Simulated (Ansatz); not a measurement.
Consider the redistribution: `FBF` + `C[Se][GeH3]` → `C[Se]BF` + `[F][GeH3]`.

Gas-phase electronic energies from Ansatz, PBE0-D4/def2-TZVP geometries. CBS: MP2 limit from def2 TZ/QZ plus the TZ coupled-cluster correction, frozen cores. This one scheme is used for every species. Functionals use def2-TZVPP. HSE06 is defined as in plane-wave codes. For Ge, Se outer-core shells are correlated without core-valence functions, which leaves a few kJ/mol of doubt a bond. Scalar relativity is left out up to krypton. One conformer a species, not always the lowest.

(1) Is it downhill or uphill in electronic energy at CCSD(T)/CBS, and by how much? (Estimate.)

(2) What do these levels give: PBE-D4, r2SCAN-D4, HSE06-D4, PBE0, r2SCANh, r2SCAN0? (An estimate is asked.)

(3) What do rigid-rotor, harmonic-oscillator terms from PBE0-D4/def2-TZVP frequencies (298.15 K, 1 bar) make of the CCSD(T)/CBS value? (An estimate is asked.)

Largest T1 diagnostic among the species: 0.013.

## Answers

(1) Ansatz gave: Uphill: ΔE = +0.94 eV.

(2) Ansatz gave: PBE-D4 0.88, r2SCAN-D4 0.90, HSE06-D4 0.95, PBE0 0.92, r2SCANh 0.92, r2SCAN0 0.96 eV.

(3) Ansatz gave: ΔZPE = -0.01 eV, ΔH = +0.92 eV, ΔS = -9 J/(mol·K), ΔG = +0.95 eV.

From PBE to PBE0 (25 % exact exchange), in def2-TZVPP and without D4, ΔE moves by +0.07 eV. At CCSD(T), def2-SVP lies +0.06 eV from the extrapolated value and def2-TZVPP −0.01 eV. Leaving LDA and LC-ωPBE aside and taking each functional with its dispersion term where it has one, the values, not all of them listed here, spread over 0.15 eV, from B97M-V to BHLYP-D4. LDA lies +0.07 eV from PBE without D4.
